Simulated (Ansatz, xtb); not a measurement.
## Relative energy of two isomers of C5H5N3O

Structure I is `Nc1cnncc1C=O`, a singlet and structure II is `C=Cc1ncnn1C=O`, a singlet. Both are isolated molecules in the gas phase, relaxed with B3LYP/def2-SVP; the shapes shown needn't be the lowest conformers.

I (Å):

```yaml
atoms:
  - { symbol: C, position_ang: [0.7612, -0.0572, 1.2898] }
  - { symbol: C, position_ang: [1.9216, 0.5758, 1.8287] }
  - { symbol: C, position_ang: [2.2993, -0.7734, -0.4152] }
  - { symbol: C, position_ang: [0.9841, -0.7750, 0.0878] }
  - { symbol: C, position_ang: [-0.0892, -1.4869, -0.6069] }
  - { symbol: N, position_ang: [-0.4446, 0.0239, 1.8788] }
  - { symbol: N, position_ang: [3.1166, 0.5191, 1.2813] }
  - { symbol: N, position_ang: [3.3302, -0.1590, 0.1444] }
  - { symbol: O, position_ang: [-1.2501, -1.5314, -0.2305] }
  - { symbol: H, position_ang: [-1.2259, -0.4550, 1.4341] }
  - { symbol: H, position_ang: [-0.5678, 0.5450, 2.7365] }
  - { symbol: H, position_ang: [1.8445, 1.1539, 2.7579] }
  - { symbol: H, position_ang: [2.5195, -1.3157, -1.3432] }
  - { symbol: H, position_ang: [0.2198, -2.0131, -1.5436] }
```

II (Å):

```xyz
14

C     1.4926    1.0174    1.8347
C     1.6154    0.4753    0.6137
C     0.5331   -0.2835   -0.0055
C    -1.2840   -1.2706   -0.4550
C     1.6228   -0.9057   -2.2325
N    -0.6549   -0.5367    0.5071
N    -0.5775   -1.4989   -1.5386
N     0.5995   -0.8682   -1.2655
O     2.6989   -0.3895   -2.1068
H     2.3143    1.5821    2.2811
H     0.5694    0.9065    2.4092
H     2.5301    0.5777    0.0290
H    -2.3012   -1.6471   -0.3449
H     1.2828   -1.4812   -3.1200
```

Quicker runs give these differences E(II) − E(I): GFN2-xTB −41.8 kJ/mol; HF/STO-3G −27.3 kJ/mol (at GFN2-xTB geometries); r2SCAN-D4/def2-SVP −4.3 kJ/mol (at GFN2-xTB geometries).

Q: Estimate E(II) − E(I) at the level CCSD(T)/def2-SVP + ΔMP2/def2-TZVPP.

A: Calculated at CCSD(T)/def2-SVP + ΔMP2/def2-TZVPP: E(II) − E(I) = −18.3 kJ/mol, so structure II lies lower.

Level by level:

```tsv
level	geometry	E(II) − E(I) (kJ/mol)	departure from the last row (kJ/mol)	job, with rough time for the two
GFN2-xTB	GFN2-xTB	−41.8	−23.5	optimisation, 0.16 s
HF/STO-3G	GFN2-xTB	−27.3	−9.0	single point, 0.44 s
r2SCAN-D4/def2-SVP	GFN2-xTB	−4.3	+14.0	single point, 3.9 s
B3LYP/def2-SVP	B3LYP/def2-SVP	−8.8	+9.5	optimisation, 31 s
HF/def2-SVP	B3LYP/def2-SVP	−31.3	−13.0	part of the CCSD(T) run
MP2/def2-SVP	B3LYP/def2-SVP	−23.2	−4.9	part of the CCSD(T) run
CCSD(T)/def2-SVP	B3LYP/def2-SVP	−32.2	−13.9	single point
CCSD(T)/def2-SVP + ΔMP2/def2-TZVPP	B3LYP/def2-SVP	−18.3		single point, 1.8 min
```

As drawn, II has 1 C=C, 2 C∷N, 2 C–H in place of 3 C∷C, 2 N–H (∷ is an aromatic bond). Structure I has a 6-membered ring (with an aromatic ring), II a 5-membered ring (with an aromatic ring).

None of the levels shown reverses the order. The largest departure from CCSD(T)/def2-SVP + ΔMP2/def2-TZVPP is that of GFN2-xTB, 23.5 kJ/mol. The last row adds to CCSD(T) the change of the MP2 difference between the two basis sets, here +13.9 kJ/mol, a large step that makes the value less sure.

With thermal terms from frequencies at re-optimised GFN2-xTB minima (ideal gas, soft modes damped towards free rotors, one conformer each, 298.15 K, 1 atm): on the last row, ΔE + ΔZPE = −17.0, ΔH = −16.7, ΔG = −18.9 kJ/mol.

The correlated steps freeze 9 core orbitals. Run with Ansatz 0.2.0, xtb 6.7.1; the last row on 4 threads of Arm Neoverse V2 on a shared host.
